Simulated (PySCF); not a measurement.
First SCF of a structure search on doublet CuCl₂, at a hand-made linear geometry. PySCF input:

```python
from pyscf import gto, scf, dft
mol = gto.M(atom='''
Cu     0.000000     0.000000     0.000000
Cl     0.000000     0.000000     2.110000
Cl     0.000000     0.000000    -2.110000''',
    basis={'Cu': 'def2-TZVP', 'Cl': 'def2-TZVP'},
    charge=0, spin=1)
mf = dft.UKS(mol, xc='PBE0')
mf.grids.atom_grid = (50, 194)
aux = {'Cu': 'def2-universal-JKFIT', 'Cl': 'def2-universal-JKFIT'}
mf = mf.density_fit(auxbasis=aux)
mf.conv_tol = 1e-08
mf.diis_space = 10
mf.max_cycle = 60
mf.init_guess = 'minao'
mf.verbose = 4
mf.kernel()
```

Excerpt of the output (cycles alone):

```
init E= -2560.12878042333
cycle= 1 E= -2558.34570434232  delta_E= 1.78  |g|= 3.27  |ddm|= 1.36
cycle= 2 E= -2550.8303916255  delta_E= 7.52  |g|= 6.53  |ddm|= 4.78
cycle= 3 E= -2560.04508537621  delta_E= -9.21  |g|= 1.49  |ddm|= 4.15
cycle= 4 E= -2560.29769491455  delta_E= -0.253  |g|= 0.567  |ddm|= 0.595
cycle= 5 E= -2560.45029611473  delta_E= -0.153  |g|= 0.112  |ddm|= 0.542
cycle= 6 E= -2560.45218457311  delta_E= -0.00189  |g|= 0.177  |ddm|= 0.136
cycle= 7 E= -2560.45783039862  delta_E= -0.00565  |g|= 0.101  |ddm|= 0.0577
cycle= 8 E= -2560.46105063742  delta_E= -0.00322  |g|= 0.0271  |ddm|= 0.105
cycle= 9 E= -2560.46122168421  delta_E= -0.000171  |g|= 0.0113  |ddm|= 0.0212
cycle= 10 E= -2560.46125365386  delta_E= -3.2e-05  |g|= 0.000412  |ddm|= 0.00912
cycle= 11 E= -2560.46125381641  delta_E= -1.63e-07  |g|= 7.04e-05  |ddm|= 0.00105
cycle= 12 E= -2560.46125381825  delta_E= -1.83e-09  |g|= 4.67e-05  |ddm|= 8.05e-05
Extra cycle  E= -2560.46125381333  delta_E= 4.92e-09  |g|= 0.000167  |ddm|= 7.43e-05
converged SCF energy = -2560.46125381333  <S^2> = 0.75592086  2S+1 = 2.0059121
```

No lower solution of this spin was found from smeared starts or by a stability analysis within the unrestricted form.

Open d and f shells are described by one determinant, and the ground state may have another occupation or spin.

The search for the lowest solution, 3 starts and the stability check together, took 14 s on 4 threads of a shared Arm Neoverse V1 host, with 119 basis functions; the process peaked at 0.45 GiB.
